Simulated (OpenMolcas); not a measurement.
## Ti2+: ligand-field states by method

Ti2+ with 6 ligands (chloride) in octahedral coordination (Oh) at 2.77 Å. A charge of +0.667 e stands 2.8 Å behind each ligand. Ligand basis ANO-RCC-VDZP.

```
Program             : OpenMolcas
Basis               : ANO-RCC-VDZP [5s4p2d1f]
Scalar Hamiltonian  : DKH2, point nucleus
Active space        : 2 electrons in 5 orbitals (3d)
State averaging     : 2S+1 = 3 even, 10 roots; 2S+1 = 1 even, 15 roots
Spin-orbit coupling : RASSI with atomic mean-field integrals over the reference wave functions
```

I. CASSCF
II. SS-CASPT2, IPEA 0.25 Eh, imaginary shift 0.1 Eh (closed shells correlated: 3s 3p and the ligand valence shells)
III. SS-CASPT2, IPEA 0.25 Eh, sigma2 regulariser 0.3 Eh (closed shells correlated: 3s 3p and the ligand valence shells)

Spin-free states (labels of O, the rotations of Oh) in cm-1, each column counted from its own energy of the first state listed:

| State | Degeneracy | I | II | III |
| --- | --- | --- | --- | --- |
| 3T1 | 3 | 0 | 0 | 0 |
| 3T2 | 3 | 3580 | 4230 | 4230 |
| 3A2 | 1 | 7867 | 8870 | 8870 |
| 1T2 | 3 | 11499 | 8370 | 8410 |
| 1E | 2 | 12123 | 9670 | 9670 |
| 3T1 | 3 | 15684 | 13330 | 13330 |
| 1T2 | 3 | 18218 | 15690 | 15700 |
| 1T1 | 3 | 19888 | 18060 | 18060 |
| 1A1 | 1 | 19968 | 16690 | 16710 |
| 1E | 2 | 21975 | 20120 | 20120 |
| 1A1 | 1 | 43466 | 34670 | 34800 |

From I to II, I's first state of the same spin (3T2) moves from 3580 to 4230 cm-1, by about +650 cm-1.

From I to II, I's first state of another spin (1T2) moves from 11499 to 8370 cm-1, by about -3100 cm-1.

I: A least-squares ligand-field fit to the states below 45000 cm-1, each weighted by its degeneracy and with a free common offset, gives 10Dq = 4291 cm-1, B = 848 cm-1 and C = 3056 cm-1 (C/B = 3.61), with an rms deviation of 68 cm-1. The same method and metal basis give the free ion B = 884 cm-1 (fit to its terms below 60000 cm-1, rms deviation 77 cm-1), so the nephelauxetic ratio is β = 848 / 884 = 0.96; it hangs on how both fits weigh the states, and computed free-ion B values tend to be too large, so β mixes covalency with correlation.

χT at 300 K: I 1.14, II 1.13, III 1.13 cm3 K/mol.

Roots that are degenerate in the reference are averaged as groups; the widest CASPT2 spread within a group is 130 cm-1 (the 3-fold group of multiplicity 3 near 0 cm-1 above the lowest state of its run, II). Shifts and gaps below about the spread of the groups concerned are not significant. Over all roots computed the reference weight is 0.67 to 0.69 in II, 0.67 to 0.68 in III; a low but even weight reflects the number of correlated electrons. An orbital triplet at a regular site is open to Jahn-Teller coupling, which can distort the site and quench the lowest spin-orbit gaps and is left out. Ligand-to-metal charge-transfer states are missing. With no ligand orbital active B as a rule stays too high, so bands that hang on it stand too high and its fall with covalency is understated. Without dynamic correlation the repulsion within the d shell is too large (B by tens of per cent), so at a given field states of lower spin stand too high (holds for I). With metal d orbitals alone and no dynamic correlation the field as a rule comes out too small, by tens of per cent, by up to half for chloride and softer ligands (holds for I). These CASPT2 states fit no ligand-field parameters well, so their order and spin gaps are uncertain (holds for II; III). With one d shell and no ligand orbital active, 10Dq can be off by tens of per cent for divalent 3d ions, low with halides held by bare charges and at times high in hosts (holds for II; III). Free-ion shares, where given, are those of the reference states; single-state CASPT2 does not remix them (holds for II; III). The distance lies 6 % over the 2.62 Å that this model takes as the normal distance (a Shannon-type radius plus a fixed donor radius); by an R⁻⁵ law this alone changes a d-shell field by about -24 %. No measured value stands beside these numbers; the geometry was imposed, not optimised, and the real ion may take another.
